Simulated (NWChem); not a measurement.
# A calculation on H₃Al

Program: NWChem. Structure: optimised with PBE/def2-SVP, a minimum by its harmonic frequencies.

Job file:

```
start mol
memory heap 200 mb stack 900 mb global 1100 mb
geometry "system" units angstroms nocenter noautoz noautosym
  Al     0.000000     0.000000    -0.000001
  H      0.000000     0.000000     1.600821
  H      1.386349     0.000000    -0.800404
  H     -1.386349     0.000000    -0.800404
end
set geometry "system"
basis spherical
  * library 6-31g*
end
dft
  xc xpbe96 cpbe96
  semidirect memsize 60000000 filesize 0
  iterations 100
  convergence energy 1e-10 density 1e-9 gradient 1e-8
  tolerances tight
end
task dft energy
rt_tddft
  tmax 200.0
  dt 0.2
  tag "kick"
  print dipole
  field "kick"
    type delta
    polarization z
    max 0.0001
  end
  excite "system" with "kick"
end
task dft rt_tddft
```

Change of the dipole's z component after the kick, in units of 1e-4 a.u.:

```
time (a.u.)      Δμ
-----------  ------
0.0           0.000
0.4           0.185
0.8           0.387
1.2           0.540
1.6           0.686
2.0           0.844
2.4           0.984
2.8           1.067
3.2           1.094
3.6           1.091
4.0           1.086
4.4           1.071
4.8           1.018
5.2           0.915
5.6           0.783
6.0           0.653
6.4           0.524
6.8           0.369
7.2           0.183
7.6          -0.009
8.0          -0.179
8.4          -0.333
8.8          -0.483
9.2          -0.635
9.6          -0.777
10.0         -0.886
10.4         -0.950
10.8         -0.988
11.2         -1.026
11.6         -1.052
12.0         -1.026
12.4         -0.937
12.8         -0.820
13.2         -0.712
13.6         -0.598
14.0         -0.444
14.4         -0.253
14.8         -0.063
15.4          0.167
15.8          0.298
16.2          0.430
16.6          0.562
17.0          0.667
17.4          0.729
17.8          0.763
18.2          0.795
18.6          0.820
19.0          0.816
19.4          0.776
19.8          0.718
20.2          0.653
20.6          0.573
21.0          0.471
21.4          0.353
21.8          0.229
22.2          0.105
22.6         -0.012
23.0         -0.126
23.4         -0.243
23.8         -0.357
24.2         -0.441
24.6         -0.494
25.0         -0.537
25.4         -0.582
25.8         -0.610
26.2         -0.598
26.6         -0.554
27.0         -0.504
27.4         -0.457
27.8         -0.402
28.2         -0.325
28.6         -0.231
29.0         -0.140
29.4         -0.069
29.8         -0.013
```
